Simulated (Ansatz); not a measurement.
Calculation: B3LYP-D3(BJ)/def2-TZVP // PBE0-D3(BJ)/def2-SVP (Ansatz, an electronic-structure program). Isolated molecules, 0 K electronic values unless said otherwise. One relaxed conformer stands for a flexible species; it need not be the lowest. B3LYP has the VWN-RPA correlation part, as in Gaussian.  In the def2 sets, heavy atoms carry core potentials.

Reference species (SMILES): `[CH3][Sn]([OH])([OH])[OH]` (neutral, multiplicity 1).

```yaml
HOMO–LUMO gap: 6.86 eV
HOMO: -8.13 eV
vertical ionisation energy (Delta-SCF): 10.26 eV
```

Changed species: `C=C[CH2][Sn]([OH])([OH])[OH]` (Y = allyl; the reference has Y = methyl).

Predict the effect on the HOMO–LUMO gap, HOMO and vertical ionisation energy (Delta-SCF).

the HOMO–LUMO gap falls by 1.23 eV, to 5.63 eV; the HOMO increases by 1.03 eV, to -7.10 eV; the vertical ionisation energy (Delta-SCF) falls by 1.16 eV, to 9.10 eV.
